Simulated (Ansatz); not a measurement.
Reaction (redistribution): `[SiH3][SbH][SiH3]` + `C[O][Al]([OH])[F]` → `[OH][Al]([F])[O][SiH3]` + `[CH3][SbH][SiH3]`

Computed with Ansatz on PBE0-D4/def2-TZVP structures; ΔE is electronic, products minus reactants. CBS: MP2 limit from def2 TZ/QZ plus the TZ coupled-cluster correction, frozen cores. This one scheme is used for every species. DFT in def2-TZVPP. def2 core potentials past Kr. For Sb outer-core shells are correlated without core-valence functions, which leaves a few kJ/mol of doubt a bond. Each species was taken in one conformer, which may not be the lowest.

(1) Is it downhill or uphill in electronic energy at CCSD(T)/CBS, and by how much? (Best estimate.)

(2) What do these levels give: B97M-V, r2SCANh-D4, ωB97X-V, r2SCAN, HF/def2-TZVPP, MP2/def2-QZVPP? (Best estimate.)

Largest T1 diagnostic among the species: 0.013.

Answers

(1) Ansatz gave: Downhill: ΔE = -145.5 kJ/mol.

(2) Computed: B97M-V -144.6, r2SCANh-D4 -136.4, ωB97X-V -136.1, r2SCAN -136.3, HF/def2-TZVPP -154.3, MP2/def2-QZVPP -152.1 kJ/mol.

From PBE to PBE0 (25 % exact exchange), in def2-TZVPP and without D4, ΔE moves by −6.1 kJ/mol. At CCSD(T), def2-SVP lies +27.3 kJ/mol from the extrapolated value and def2-TZVPP +0.3 kJ/mol.
